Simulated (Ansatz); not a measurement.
`CBNBN` + `BN` → `CBBN` + `NBN`  (formal exchange of groups at a B–N bond)

Computed with Ansatz on PBE0-D4/def2-TZVP structures; ΔE is electronic, products minus reactants. CBS: MP2 limit from def2 TZ/QZ plus the TZ coupled-cluster correction, frozen cores. This one scheme is used for every species. Functionals use def2-TZVPP. One conformer a species, not always the lowest.

`CBNBN`:

Cartesian coordinates in Å:
```
C -1.782 -1.280 0.662
B -0.633 -0.237 0.456
N 0.275 -0.307 -0.617
B 1.378 0.573 -0.935
N 1.695 1.685 -0.156
H -1.681 -1.768 1.638
H -1.828 -2.060 -0.104
H -2.754 -0.774 0.691
H -0.508 0.668 1.241
H 0.149 -1.075 -1.260
H 2.044 0.337 -1.904
H 1.183 1.947 0.669
H 2.461 2.293 -0.381
```

`BN`:

Cartesian coordinates in Å:
```
B 0.339 -0.417 -0.421
N -0.348 0.429 0.433
H -0.280 -1.092 -1.192
H 1.534 -0.452 -0.366
H 0.107 1.023 1.105
H -1.351 0.509 0.441
```

`CBBN`:

```xyz
11

C     0.596    1.667   -0.201
B    -0.364    0.609    0.432
B    -0.636   -0.923   -0.192
N     0.019   -2.098    0.167
H     1.054    2.337    0.533
H    -0.063    2.315   -0.803
H     1.360    1.280   -0.877
H    -1.028    0.989    1.365
H    -1.487   -1.038   -1.043
H    -0.195   -2.991   -0.243
H     0.744   -2.148    0.863
```

`NBN`:

Z-matrix (Å, degrees):
```
N
B 1 1.409
H 1 1.002 2 121.9
H 1 1.005 2 124.5 3 -180.0
N 2 1.409 1 122.9 3 180.0
H 2 1.200 1 118.5 3 -0.0
H 5 1.003 2 121.9 1 -180.0
H 5 1.005 2 124.5 1 -0.0
```

| level | ΔE (kJ/mol) |
| --- | --- |
| B97M-V | 148.3 |
| r2SCAN | 150.4 |

(1) What does CCSD(T)/CBS give? (Best estimate.)

Largest T1 diagnostic among the species: 0.012.

Answers

(1) Computed: +155.1 kJ/mol. The listed levels differ from it by -6.8, -4.7 kJ/mol.

At CCSD(T), def2-SVP lies +17.6 kJ/mol from the extrapolated value and def2-TZVPP +2.7 kJ/mol. Leaving LDA and LC-ωPBE aside and taking each functional with its dispersion term where it has one, the values, not all of them listed here, spread over 11.5 kJ/mol, from PBE-D4 to BHLYP-D4. LDA lies +9.0 kJ/mol from PBE without D4. From BLYP to BHLYP (50 % exact exchange), in def2-TZVPP and without D4, ΔE moves by +6.8 kJ/mol.
